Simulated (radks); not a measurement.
Sc, 21 electrons, occupied as [Ar] 3d1 4s2. Calculated with a radial shooting solver on a logarithmic mesh with Libxc functionals: scalar-relativistic Kohn-Sham, PBEsol, spin-polarised, spherical densities, point nucleus; open shells are filled with parallel spins first.

Normalised radial functions P(r) = r R(r), r in bohr:

r,4s up,4s down,3d up
0.01069,0.0486,0.0465,0.0001
0.01403,0.0589,0.0564,0.0001
0.01841,0.0696,0.0666,0.0003
0.02417,0.0794,0.0759,0.0005
0.03172,0.0858,0.0821,0.0012
0.04164,0.0854,0.0818,0.0025
0.05466,0.0741,0.0709,0.0052
0.07174,0.0475,0.0454,0.0105
0.09417,0.0033,0.0031,0.0206
0.1236,-0.0550,-0.0527,0.0393
0.1622,-0.1146,-0.1096,0.0717
0.2113,-0.1512,-0.1447,0.1227
0.2773,-0.1392,-0.1332,0.2012
0.364,-0.0587,-0.0562,0.3082
0.4777,0.0766,0.0733,0.4369
0.6271,0.2098,0.2008,0.5687
0.8231,0.2580,0.2473,0.6730
1.08,0.1619,0.1558,0.7157
1.418,-0.0628,-0.0584,0.6829
1.861,-0.3257,-0.3107,0.5866
2.443,-0.5193,-0.5012,0.4578
3.207,-0.5752,-0.5671,0.3257
4.209,-0.4813,-0.4879,0.2040
5.525,-0.3000,-0.3137,0.1058
7.252,-0.1360,-0.1478,0.0433
9.519,-0.0429,-0.0490,0.0132
12.49,-0.0085,-0.0104,0.0027

4s up: eigenvalue -4.316 eV, 3 radial nodes at r = 0.0958, 0.413, 1.33 bohr, <r> = 3.67 bohr, 90 % of the charge inside 5.50 bohr. 4s down: eigenvalue -4.024 eV, 3 radial nodes at r = 0.0958, 0.413, 1.33 bohr, <r> = 3.77 bohr, 90 % of the charge inside 5.66 bohr. 3d up: eigenvalue -3.536 eV, 0 radial nodes, <r> = 1.84 bohr, 90 % of the charge inside 3.31 bohr.
